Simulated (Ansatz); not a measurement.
Mulliken charges of CH4SSeSi, SMILES `[SeH][SiH]1CS1` from r2SCAN/def2-TZVPP in Ansatz (PBE0-D4/def2-TZVP geometry).

```json
{"atom": "Se1", "x (Å)": "-1.265", "y (Å)": "1.942", "z (Å)": "-0.753", "charge (e)": "-0.163"}
{"atom": "Si2", "x (Å)": "0.438", "y (Å)": "0.668", "z (Å)": "0.006", "charge (e)": "0.383"}
{"atom": "C3", "x (Å)": "0.214", "y (Å)": "-1.057", "z (Å)": "0.587", "charge (e)": "-0.183"}
{"atom": "S4", "x (Å)": "1.134", "y (Å)": "-0.984", "z (Å)": "-1.047", "charge (e)": "-0.239"}
{"atom": "H5", "x (Å)": "-1.877", "y (Å)": "0.798", "z (Å)": "-1.443", "charge (e)": "0.074"}
{"atom": "H6", "x (Å)": "1.391", "y (Å)": "1.561", "z (Å)": "0.696", "charge (e)": "-0.061"}
{"atom": "H7", "x (Å)": "-0.759", "y (Å)": "-1.532", "z (Å)": "0.501", "charge (e)": "0.092"}
{"atom": "H8", "x (Å)": "0.817", "y (Å)": "-1.454", "z (Å)": "1.398", "charge (e)": "0.098"}
```

Task: By hand: the dipole of these point charges (1 e Å = 4.8032 D).

Result: Σ q r = (-0.150, 0.048, 0.302) e Å, of length 0.341 e Å = 1.64 D.

Task: How does the dipole of the full density compare? (Estimate.)

Result: Computed: (-0.168, 0.008, 0.224) e Å, 1.35 D; the point charges give 1.21 times that, at 12° from its direction.

Point charges leave out the atoms' own dipoles, such as those of lone pairs, and Mulliken's split depends on the basis, so the two needn't agree.
